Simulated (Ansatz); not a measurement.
Consider the cleavage of the Si–Sn bond: `C[SiH2][SnH2][SH]` + arsine → `C[SiH2][AsH2]` + `[SH][SnH3]`.

Calculated with Ansatz (gas phase, PBE0-D4/def2-TZVP geometries, no zero-point term in ΔE). CCSD(T)/CBS adds triple-zeta CCSD(T) − MP2 to the extrapolated MP2 energy (def2 sets, frozen cores). DFT in def2-TZVPP. Elements past krypton have def2 core potentials. For As, Sn outer-core shells are correlated without core-valence functions, which leaves a few kJ/mol of doubt a bond. Scalar relativity is left out up to krypton. Each species was taken in one conformer, which may not be the lowest.

```json
{"level": "PBE-D4", "ΔE (kcal/mol)": "1.2"}
{"level": "MP2/def2-TZVPP", "ΔE (kcal/mol)": "0.0"}
```

Problem. What does CCSD(T)/CBS give? (An estimate is asked.)

Solution. Ansatz gave: +0.9 kcal/mol. The listed levels differ from it by 0.3, -0.9 kcal/mol.

Largest T1 diagnostic among the species: 0.012.

In def2-TZVPP, CCSD(T) changes the Hartree–Fock value by +1.3 kcal/mol (the triples alone add +0.1 kcal/mol) and MP2 by +1.3 kcal/mol.
